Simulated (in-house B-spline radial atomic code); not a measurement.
Yb²⁺. Computed with a B-spline radial atomic code. Model: non-relativistic spherical atom: semilocal Troullier-Martins pseudo-atom, one channel per l, against all electrons, high spin, G0W0 and RPA with empty states to l = 8, local potential for every l without a channel, a model core (radius 0 = none) keeps its share of the functional.

Without relativity these are model numbers for so heavy an element.

What the tables leave out is listed at the end.

The pseudopotential gives back the lowest level of each angular momentum of its own functional in the configuration it was made in; a second state of the same l is only approximately right. Exact exchange, RPA and GW see the smooth pseudo-orbitals and miss the exchange with the core, for which the functional's share stands in. The column with an uncorrelated core keeps all orbitals and exact exchange, and so separates missing core correlation from pseudisation. Only the three outermost levels and the lowest empty one were computed. RPA here is direct RPA, with no exchange kernel, and its energies carry an (l + 1/2)⁻⁴ tail. A hybrid on a potential with a model core restores only its own semilocal share of the core's exchange.

Command:
```bash
python run_psgw.py task.json out
```
Settings (lengths in bohr, energies in hartree):
```
Z                      70
electrons              68
configuration          [Xe] 4f14
generated_in           [Xe] 4f14 6s2
functional             pbe,pbe
core_shells            8
radius_factor          1
core_correction        False
```

Cost of the run: 46 s on 1 thread of Arm Neoverse N1, with other jobs on the host.

Given: made with PBE; model core radius 0 bohr; local radius 0.662 bohr; mean-field start PBE.

Valence shells of the generating configuration: 4d, 5s, 5p, 4f, 6s.

Channel: s 1.167, p 1.275, d 0.494, f 1.613 (radii in bohr).

Computed: largest level miss in the spin-unpolarised generating configuration 0.027 eV; valence RPA correlation energy all-electron orbitals -2.819 hartree; all-electron RPA polarisability, core included 5.9268 bohr³; pseudo-atom RPA polarisability 5.9387 bohr³.

```tsv
level	occupied	mean-field all-electron (eV)	mean-field pseudo minus all (eV)	G0W0 all-electron (eV)	G0W0 uncorrelated core minus all (eV)	G0W0 pseudo minus all (eV)	exchange self-energy all-electron (eV)	exchange self-energy pseudo (eV)
4f	1	-21.521	-0.095	-30.135	0.175	3.448	-75.245	-53.067
6s (empty)	0	-13.925	-0.088	-11.244	-0.016	-0.303	-2.3261	-2.2878
```

(1) What is the valence RPA correlation energy pseudo?

Given: mean-field start PBE0.

Computed: valence RPA correlation energy all-electron orbitals -2.7042 hartree; all-electron RPA polarisability, core included 5.2318 bohr³; pseudo-atom RPA polarisability 5.264 bohr³.

```json
{"level": "4f", "occupied": "1", "mean-field all-electron (eV)": "-24.674", "mean-field pseudo minus all (eV)": "0.976", "G0W0 all-electron (eV)": "-30.249", "G0W0 uncorrelated core minus all (eV)": "0.183", "G0W0 pseudo minus all (eV)": "3.387", "exchange self-energy all-electron (eV)": "-75.705", "exchange self-energy pseudo (eV)": "-53.147"}
{"level": "6s (empty)", "occupied": "0", "mean-field all-electron (eV)": "-12.986", "mean-field pseudo minus all (eV)": "-0.127", "G0W0 all-electron (eV)": "-11.218", "G0W0 uncorrelated core minus all (eV)": "-0.014", "G0W0 pseudo minus all (eV)": "-0.264", "exchange self-energy all-electron (eV)": "-2.0863", "exchange self-energy pseudo (eV)": "-2.0586"}
```

(2) What is the valence RPA correlation energy pseudo?

Given: mean-field start Hartree-Fock.

Computed: valence RPA correlation energy pseudo -2.8382 hartree; all-electron RPA polarisability, core included 4.1825 bohr³; pseudo-atom RPA polarisability 4.0522 bohr³.

```tsv
level	occupied	mean-field all-electron (eV)	mean-field pseudo minus all (eV)	G0W0 all-electron (eV)	G0W0 uncorrelated core minus all (eV)	G0W0 pseudo minus all (eV)	exchange self-energy all-electron (eV)	exchange self-energy pseudo (eV)
4f	1	-33.414	4.713	-30.001	0.188	3.021	-76.888	-53.316
5p	1	-46.148	-3.08	-46.799	-0.099	-1.682	-31.195	-33.805
6s (empty)	0	-10.5	-0.176	-11.089	-0.008	-0.171	-1.3469	-1.321
```

(3) What is the valence RPA correlation energy all-electron orbitals?

Results:

(1) -3.1948 hartree.

(2) -3.093 hartree.

(3) -2.4272 hartree.

Among the listed levels the largest G0W0 shift of the pseudo-atom is +3.45 eV, for 4f on the PBE start, while leaving the core uncorrelated moves that level by +0.17 eV. So pseudisation and the lost core exchange, not the missing core correlation, make the error. Not in the tables (levels of low weight, unsolved or above zero; the highest and the empty levels are kept at any weight): on PBE the G0W0 levels 5p (pseudo minus all -1.45 eV, weights 0.53 and 0.80), 5s (pseudo minus all -1.81 eV, weights 0.01 and 0.18); on PBE0 the G0W0 levels 5p (pseudo minus all -1.55 eV, weights 0.34 and 0.83), 5s (pseudo minus all -2.02 eV, weights 0.47 and 0.28); on Hartree-Fock the G0W0 levels 5s (pseudo minus all -1.09 eV, weights 0.19 and 0.75).
